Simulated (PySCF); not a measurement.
H3ClSi, charge -1, doublet, at the geometry of the source list (a state made from the parent by changing its charge; the spin is typed, not shown lowest) (in this run its highest filled SCF level lies above zero, so its values depend strongly on the basis, on diffuse functions most of all), with bond 5-1 at 2.2 times its length; PBE/6-31G** in PySCF.

Input for PySCF:
```python
from pyscf import gto, scf, dft

mol = gto.M(
    atom='''
Si   -0.12910000   -0.00570000   -0.00460000
Cl    1.87810000    0.08360000    0.06760000
H    -0.50430000   -0.99840000   -1.00530000
H    -0.63000000    1.31380000   -0.37260000
H    -1.19764000   -0.85842000    2.89852000
''',
    basis='6-31g**',
    charge=-1,
    spin=1,
    verbose=4,
)

mf = dft.UKS(mol)
mf.xc = 'pbe'
mf.kernel()
mo_i, mo_e, stable_i, stable_e = mf.stability(internal=True, external=False, return_status=True, nroots=6, tol=1e-6)
print('internally stable:', stable_i, ' externally stable:', stable_e)
if not stable_i:
    umf = mf.copy()
    umf.scf_summary = {}
    umf.kernel(umf.make_rdm1(mo_i, mf.mo_occ))
```

What the program printed (banner, timings and long lists left out):

```
PySCF version 2.14.0

[INPUT] verbose = 4
[INPUT] num. atoms = 5
[INPUT] num. electrons = 35
[INPUT] charge = -1
[INPUT] spin (= nelec alpha-beta = 2S) = 1
[INPUT] symmetry False subgroup None
[INPUT] Mole.unit = angstrom
[INPUT] Symbol           X                Y                Z      unit          X                Y                Z       unit  Magmom
[INPUT]  1 Si    -0.129100000000  -0.005700000000  -0.004600000000 AA   -0.243963642681  -0.010771438910  -0.008692740173 Bohr   0.0
[INPUT]  2 Cl     1.878100000000   0.083600000000   0.067600000000 AA    3.549094634546   0.157981104014   0.127745486021 Bohr   0.0
[INPUT]  3 H     -0.504300000000  -0.998400000000  -1.005300000000 AA   -0.952988884618  -1.886702562766  -1.899741673025 Bohr   0.0
[INPUT]  4 H     -0.630000000000   1.313800000000  -0.372600000000 AA   -1.190527458476   2.482722182454  -0.704111954013 Bohr   0.0
[INPUT]  5 H     -1.197640000000  -0.858420000000   2.898520000000 AA   -2.263211595824  -1.622178699849   5.477408966574 Bohr   0.0

nuclear repulsion = 84.0594858620512
number of shells = 25
number of NR pGTOs = 123
number of NR cGTOs = 51
basis = 6-31g**
ecp = {}

******** <class 'pyscf.dft.uks.UKS'> ********
method = UKS
initial guess = minao
damping factor = 0
level_shift factor = 0
DIIS = <class 'pyscf.scf.diis.CDIIS'>
diis_start_cycle = 1
diis_space = 8
diis_damp = 0
SCF conv_tol = 1e-09
SCF conv_tol_grad = None
SCF max_cycles = 50
direct_scf = True
direct_scf_tol = 1e-13
number electrons alpha = 18  beta = 17
XC library pyscf.dft.libxc version 7.1.2
    S. Lehtola, C. Steigemann, M. J. T. Oliveira, and M. A. L. Marques,  SoftwareX 7, 1–5 (2018)
XC functionals = pbe
    J. P. Perdew, K. Burke, and M. Ernzerhof,  Phys. Rev. Lett. 77, 3865 (1996)
    J. P. Perdew, K. Burke, and M. Ernzerhof,  Phys. Rev. Lett. 78, 1396 (1997)
    J. P. Perdew, K. Burke, and M. Ernzerhof,  Phys. Rev. Lett. 77, 3865 (1996)
    J. P. Perdew, K. Burke, and M. Ernzerhof,  Phys. Rev. Lett. 78, 1396 (1997)
radial grids:
    Treutler-Ahlrichs [JCP 102, 346 (1995); DOI:10.1063/1.469408] (M4) radial grids

becke partition: Becke, JCP 88, 2547 (1988); DOI:10.1063/1.454033
pruning grids: <function nwchem_prune>
grids dens level: 3
symmetrized grids: False
atomic radii adjust function: <function treutler_atomic_radii_adjust>
small_rho_cutoff = 0
Set gradient conv threshold to 3.16228e-05
tot grids = 67488
init E= -750.996301283064

cycle= 1 E= -750.990434938887  delta_E= 0.00587  |g|= 0.198  |ddm|= 1.46
cycle= 2 E= -750.954204025006  delta_E= 0.0362  |g|= 0.241  |ddm|= 1.42
cycle= 3 E= -751.032816571972  delta_E= -0.0786  |g|= 0.0581  |ddm|= 1.19
cycle= 4 E= -751.034686608243  delta_E= -0.00187  |g|= 0.0313  |ddm|= 0.163
cycle= 5 E= -751.035585192068  delta_E= -0.000899  |g|= 0.0107  |ddm|= 0.0863
cycle= 6 E= -751.035698466024  delta_E= -0.000113  |g|= 0.00395  |ddm|= 0.0377
cycle= 7 E= -751.035723043947  delta_E= -2.46e-05  |g|= 0.000552  |ddm|= 0.0117
cycle= 8 E= -751.035723284101  delta_E= -2.4e-07  |g|= 0.000109  |ddm|= 0.00148
cycle= 9 E= -751.035723294026  delta_E= -9.92e-09  |g|= 1.86e-05  |ddm|= 0.000288
cycle= 10 E= -751.035723294146  delta_E= -1.21e-10  |g|= 1.36e-05  |ddm|= 7.2e-05
Extra cycle  E= -751.035723293031  delta_E= 1.12e-09  |g|= 2.96e-05  |ddm|= 0.000123
converged SCF energy = -751.035723293031  <S^2> = 0.75253744  2S+1 = 2.0025358
uhf_internal: lowest eigs of H = [0.15946424 0.25527469 0.26544212 0.29149789 0.3319668  0.33812459]
<class 'pyscf.dft.uks.UKS'> wavefunction is stable in the internal stability analysis
internally stable: True  externally stable: None
```
